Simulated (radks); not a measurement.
Task: All-electron atom: Sr in [Ar] 3d10 4s1 4p6 5s2 5p1 (not the ground configuration). Calculated with a radial shooting solver on a logarithmic mesh with Libxc functionals: Dirac Kohn-Sham, PBEsol, spin-unpolarised, spherical densities, finite nucleus; open shells fill j = l - 1/2 first; Fermi nuclear charge, rms radius 4.224 fm. Some entries of the table are withheld. Estimate them.

orbital  occ.  eigenvalue (hartree)  r(max) (bohr)  <r> (bohr)
1s1/2       2                   (1)        0.02554     0.03918
2s1/2       2             -79.55555         0.1453         (2)
2p1/2       2             -72.44785         0.1137         (3)
2p3/2       4             -69.93649         0.1172         (4)
3s1/2       2             -12.58131         0.4362      0.4921
3p1/2       2             -10.00037            (5)      0.4913
3p3/2       4              -9.61470            (6)      0.5018
3d3/2       4              -5.07990         0.3746      0.4954
3d5/2       6              -5.01248         0.3773      0.4991
4s1/2       1              -1.75654          1.178       1.329
4p1/2       2              -1.10006          1.285       1.489
4p3/2       4              -1.05316          1.310       1.519
5s1/2       2                   (7)          3.309       3.804
4d3/2       0              -0.17631          1.792       2.441
4d5/2       0              -0.17287          1.804       2.462
5p1/2       1              -0.08536          4.122       4.859
5p3/2       0              -0.08148          4.200       4.952

Result: 
(1) 1s1/2 eigenvalue (hartree): -585.3873
(2) 2s1/2 <r> (bohr): 0.1723
(3) 2p1/2 <r> (bohr): 0.1475
(4) 2p3/2 <r> (bohr): 0.1517
(5) 3p1/2 r(max) (bohr): 0.4249
(6) 3p3/2 r(max) (bohr): 0.4339
(7) 5s1/2 eigenvalue (hartree): -0.19296
